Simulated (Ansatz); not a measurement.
`C#CC[SiH2]C` and `C[SiH2]C` differ in one atom or group.

Ansatz, PBE0-D4/def2-TZVP geometries, multiplicity 1. Each molecule was computed in one conformer, which needn't be the lowest.

| property | `C#CC[SiH2]C` |
| --- | --- |
| size of the dipole moment (ωB97M-V/def2-TZVPP) / D | 0.73 |
| HOMO–LUMO gap (B3LYP/def2-TZVPP) / eV | 7.72 |
| LUMO energy (ωB97M-V/def2-TZVPP) / eV | 2.34 |
| HOMO–LUMO gap (PBE/def2-TZVPP) / eV | 6.14 |
| LUMO energy (PBE0/def2-TZVPP) / eV | 0.82 |
| HOMO energy (PBE0/def2-TZVPP) / eV | -7.37 |

(1) Give the same properties after the change, and the shifts. (An estimate is asked.)

Answers

(1) Ansatz gave: 
| property | `C[SiH2]C` | shift |
| --- | --- | --- |
| size of the dipole moment (ωB97M-V/def2-TZVPP) / D | 0.79 | 0.06 |
| HOMO–LUMO gap (B3LYP/def2-TZVPP) / eV | 9.36 | 1.64 |
| LUMO energy (ωB97M-V/def2-TZVPP) / eV | 2.50 | 0.16 |
| HOMO–LUMO gap (PBE/def2-TZVPP) / eV | 7.79 | 1.65 |
| LUMO energy (PBE0/def2-TZVPP) / eV | 1.07 | 0.25 |
| HOMO energy (PBE0/def2-TZVPP) / eV | -8.82 | -1.45 |

With PBE0 the HOMO falls by 1.45 eV and the LUMO rises by 0.25 eV, so the gap widens by about 1.70 eV. PBE moves the HOMO by -1.30 eV and ωB97M-V by -1.50 eV. Dipoles are sizes alone; their direction can turn.

B3LYP here is the variant with VWN-RPA as its local correlation; programs differ in this.
